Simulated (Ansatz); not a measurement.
```xyz
11

Si    0.2758    1.9568    0.2721
Sn    0.1301   -0.2667   -0.9881
C    -0.4918   -1.7880    0.4215
Cl    0.4489   -1.6484    1.9299
H    -0.9579    2.1464    1.0794
H     0.3940    3.0810   -0.6942
H     1.4577    1.9632    1.1701
H     1.6356   -0.7527   -1.6332
H    -1.0191   -0.2303   -2.2589
H    -1.5433   -1.6731    0.6782
H    -0.3299   -2.7881    0.0233
```

Charge 0, multiplicity 1. Sn: def2 effective core potential.

(1) List the PBE/def2-TZVPP orbital energies in eV (Ansatz). (Best estimate.)

Answers

(1) Computed: Occupied: -2738.94, -1779.74, -270.46, -249.47, -190.26, -189.96, -189.96, -137.51, -133.09, -94.26, -94.23, -94.23, -89.01, -89.00, -89.00, -25.50, -25.49, -25.44, -25.38, -25.38, -21.19, -16.36, -13.68, -12.12, -11.06, -10.47, -8.99, -8.72, -8.49, -7.83, -7.14, -6.99, -6.42. Lowest empty: -1.19, -0.86, -0.60, -0.46, 0.21, 0.53, 0.79, 1.07.
